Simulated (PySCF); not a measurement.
Work out the structure from these simulated measurements.

Formula: C5H9OP.

- 13C NMR: chemical shifts (computed TMS as zero) by class: 83.7 (1 C), 78.4 (1 C), 26.5 (1 C), 17.8 (2 C) ppm [GIAO PBE0/pcSseg-1]
- Rotational structure: rotational constants A, B, C: 3.471, 1.482, 1.479 GHz [GFN2-xTB]
- NMR, other nuclei: isotropic shieldings of nuclei other than C and H, by class: 219 (1 O), 304 (1 P) ppm [GIAO PBE0/pcSseg-1]
- Triplet: lowest triplet excitation (Tamm–Dancoff): 5.43 eV [TDA CAM-B3LYP/def2-SVPD]
- Dipole: 3.97 D [CAM-B3LYP/def2-SVPD]
- 1H NMR: chemical shifts (computed TMS as zero) by class: 2.72 (2 H), 1.51 (1 H), 1.47 (6 H) ppm [GIAO PBE0/pcSseg-1]

Gas-phase values; electronic properties from PySCF, density fitting. Levels stand in brackets. The structure is a single GFN2-xTB conformer in the gas phase; no vibrational or solvent corrections. NMR values are class means; diastereotopic atoms form classes of their own.

Task: What is the compound? Reason from the data.

Result: Numbering: `[CH:1]#[C:2][CH2:3][P:4]([CH3:5])([CH3:6])=[O:7]`. 5 carbons fall into 4 classes; from least to most shielded: alkyne carbon [C2] (83.7 ppm), terminal alkyne carbon [C1] (78.4 ppm), sp3 carbon bound to phosphorus [C3] (26.5 ppm), sp3 carbon bound to phosphorus [C5/C6] (17.8 ppm, 2 C). Hydrogen classes from least to most shielded: 2 H on an sp3 carbon bound to phosphorus, C3 (2.72 ppm), 1 H on a terminal alkyne carbon, C1 (1.51 ppm), 6 H on 2 like atoms (sp3 carbon bound to phosphorus), C5/C6 (1.47 ppm). The other shieldings belong to: 219 ppm, phosphoryl oxygen [O7]; 304 ppm, phosphoryl phosphorus [P4]. The optimised geometry has point group Cs and is an asymmetric top. Structure: `C#CCP(C)(C)=O`. Computed isomers that give other values at the same levels: `C=C[P@@H](=O)/C=C\C` (13C chemical shifts (computed TMS as zero) by class: 149.7 (1 C), 143.5 (1 C), 139.9 (1 C), 135.7 (1 C), 21.2 (1 C) ppm); `C/C=P\CC(C)=O` (13C chemical shifts (computed TMS as zero) by class: 209.0 (1 C), 206.0 (1 C), 47.8 (1 C), 33.1 (1 C), 20.2 (1 C) ppm); `COC1=CCPC1` (13C chemical shifts (computed TMS as zero) by class: 172.5 (1 C), 99.4 (1 C), 58.1 (1 C), 32.2 (1 C), 27.9 (1 C) ppm). The assignments are read from this structure; whether some other isomer fits the data as well wasn't checked.

Shape of the structure used: `[CH:1]#[C:2][CH2:3][P:4]([CH3:5])([CH3:6])=[O:7]`: C2–C3–P4–C5 56°.
